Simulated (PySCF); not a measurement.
Job file and geometry (Å, from GFN2-xTB) of an NMR shielding run on `[SiH3]NN1CCCCC1`, C₅H₁₄N₂Si, PySCF, GIAO PBE0/pcSseg-1 NMR shielding, non-relativistic, gas phase; density fitting, a coarse starting grid and PySCF grid level 2 are the driver's defaults:

```
$ OMP_NUM_THREADS=1 python probes_run.py task.json out

{"job": {"kind": "nmr", "xc": "PBE0", "basis": "pcSseg-1"}, "charge": 0, "multiplicity": 1}
Si     3.201999    -0.084826     0.505050
N      1.681640    -0.886638     0.561635
N      0.535792    -0.192359     0.133396
C     -0.355586    -1.084591    -0.587191
C     -1.499847    -0.286639    -1.202286
C     -2.263374     0.458086    -0.112315
C     -1.287244     1.326729     0.673833
C     -0.155244     0.467547     1.226274
H      4.157177    -1.139840     0.843677
H      3.319102     0.422337    -0.857163
H      3.374241     1.030833     1.452062
H      1.487500    -1.589409     1.274355
H     -0.761951    -1.868116     0.080889
H      0.234087    -1.573078    -1.366374
H     -1.083810     0.432838    -1.908576
H     -2.164117    -0.961539    -1.744729
H     -3.048951     1.074051    -0.553426
H     -2.736458    -0.261412     0.560889
H     -1.796336     1.833469     1.495537
H     -0.860688     2.082049     0.012468
H     -0.562159    -0.269646     1.946680
H      0.573815     1.089541     1.752107
```

Problem. Write the output of this run.

Solution. 
```
coarse grid: 17864 points
cycle   1  E = -597.3032305025  dE =  8.730e-01  |g| = 4.278e-01  |ddm| = 4.130e+00
cycle   2  E = -597.2948207702  dE =  8.410e-03  |g| = 4.780e-01  |ddm| = 8.905e-01
cycle   3  E = -597.3497147313  dE = -5.489e-02  |g| = 5.992e-02  |ddm| = 4.940e-01
cycle   4  E = -597.3503621870  dE = -6.475e-04  |g| = 2.269e-02  |ddm| = 7.208e-02
cycle   5  E = -597.3504595850  dE = -9.740e-05  |g| = 9.219e-03  |ddm| = 3.075e-02
cycle   6  E = -597.3504774801  dE = -1.790e-05  |g| = 1.179e-03  |ddm| = 9.295e-03
cycle   7  E = -597.3504777926  dE = -3.125e-07  |g| = 2.908e-04  |ddm| = 1.764e-03
final grid: 165160 points
cycle   8  E = -597.3953630095  dE = -4.544e-05  |g| = 9.050e-03  |ddm| = 3.179e-02
cycle   9  E = -597.3953503368  dE =  1.267e-05  |g| = 1.161e-02  |ddm| = 2.016e-02
cycle  10  E = -597.3953836749  dE = -3.334e-05  |g| = 8.482e-04  |ddm| = 1.166e-02
cycle  11  E = -597.3953838051  dE = -1.302e-07  |g| = 3.458e-04  |ddm| = 1.074e-03
cycle  12  E = -597.3953838290  dE = -2.391e-08  |g| = 5.201e-05  |ddm| = 3.264e-04
cycle  13  E = -597.3953838296  dE = -5.596e-10  |g| = 9.171e-06  |ddm| = 6.946e-05
converged SCF energy = -597.3953838296

GIAO shielding tensors (ppm)
atom      isotropic    diamagn.    paramagn.     s11        s22        s33       span
  0 Si     410.366     879.950    -469.583    363.142    391.913    476.044    112.901
  1 N      172.898     319.329    -146.431    109.388    137.970    271.335    161.947
  2 N      163.689     320.368    -156.679    132.925    142.908    215.234     82.310
  3 C      123.206     246.281    -123.075    103.505    110.099    156.014     52.509
  4 C      156.235     247.194     -90.959    152.185    157.004    159.516      7.331
  5 C      158.993     248.431     -89.438    153.502    156.507    166.970     13.467
  6 C      156.415     247.338     -90.923    152.656    156.667    159.921      7.265
  7 C      124.164     247.891    -123.726    100.174    117.664    154.656     54.481
  8 H       27.224      28.351      -1.127     23.623     25.258     32.792      9.169
  9 H       27.015      29.766      -2.751     23.160     25.957     31.928      8.768
 10 H       26.906      29.196      -2.290     22.805     25.514     32.398      9.592
 11 H       30.339      32.705      -2.367     23.436     29.006     38.574     15.138
 12 H       29.862      31.843      -1.980     25.804     29.577     34.206      8.401
 13 H       28.449      31.270      -2.822     24.139     28.123     33.085      8.946
 14 H       30.013      31.085      -1.073     26.369     27.983     35.686      9.317
 15 H       30.104      29.501       0.603     25.165     27.734     37.413     12.248
 16 H       30.082      29.070       1.011     25.544     27.365     37.336     11.793
 17 H       30.787      30.659       0.128     27.633     28.065     36.664      9.031
 18 H       30.075      29.615       0.461     25.118     27.834     37.275     12.157
 19 H       30.038      31.226      -1.189     26.314     28.179     35.620      9.306
 20 H       29.946      32.200      -2.254     26.099     29.563     34.176      8.076
 21 H       28.478      32.423      -3.944     23.943     28.707     32.785      8.842
```

Problem. Turn these shieldings into chemical shifts. References, each an isolated molecule treated in the same way: ²⁹Si (349.16 ppm) and ¹³C (186.93 ppm) and ¹H (31.72 ppm) vs TMS; ¹⁵N (267.73 ppm) against NH3.

Solution. Averaging equivalent atoms: Si 0: -61.2; N 2: 104.0; N 1: 94.8; C 3/7: 63.2; C 4/6: 30.6; C 5: 27.9; H 8/9/10: 4.67; H 12/13/20/21: 2.53; H 14/15/18/19: 1.66; H 11: 1.38; H 16/17: 1.28 ppm. Experimental scales use liquid or dissolved standards, which lie at an offset from isolated NH3 (liquid NH3: subtract about 20 ppm).

Size and cost of the density-fitted run: 213 basis functions, roughly 110 core-seconds.
